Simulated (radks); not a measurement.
Species: the zirconium ion Zr2+. Configuration: [Ar] 3d10 4s1 4p6 4d2 5p1 (not the ground configuration).

Method: Dirac Kohn-Sham, PBEsol, spin-unpolarised, spherical densities, finite nucleus; open shells fill j = l - 1/2 first; Fermi nuclear charge, rms radius 4.2694 fm; computed with a radial shooting solver on a logarithmic mesh with Libxc functionals.

Energy parts (eV):
total: -97796.077
kinetic: 101052.379
electron-nucleus: -235222.677
Hartree: 39401.080
exchange-correlation: -3026.860

Orbitals (lengths in bohr, moments of r in powers of bohr; r(max) is where P^2 peaks):
orbital  occ.  eigenvalue (eV)     <r^2>   r(max)
1s1/2       2        -17829.92  0.001854  0.02415
2s1/2       2        -2491.071   0.03114   0.1371
2p1/2       2        -2282.899   0.02361   0.1070
2p3/2       4        -2197.119   0.02500   0.1106
3s1/2       2        -428.0913    0.2411   0.4086
3p1/2       2        -350.5869    0.2414   0.3963
3p3/2       4        -336.9100    0.2524   0.4055
3d3/2       4        -200.1133    0.2449   0.3455
3d5/2       6        -197.6116    0.2486   0.3482
4s1/2       1         -76.1162     1.613    1.070
4p1/2       2         -54.8117     1.961    1.148
4p3/2       4         -52.9090     2.044    1.172
4d3/2       2         -22.2611     3.922    1.471
4d5/2       0         -22.0669     3.976    1.481
4f5/2       0          -5.3547     32.48    4.571
4f7/2       0          -5.3542     32.49    4.572
5s1/2       0         -18.5317     10.22    2.736
5p1/2       1         -13.8387     13.95    3.195
5p3/2       0         -13.5718     14.41    3.253

The highest occupied level is 5p1/2 at -13.839 eV. The configuration is held as typed, so some empty levels lie below it. The electron density at the nucleus is 7.452e+04 e/bohr^3. Summed over all electrons, <r^2> = 40.17 bohr^2, which gives a Langevin (diamagnetic) susceptibility term of -31.8 x 10^-6 cm^3/mol.
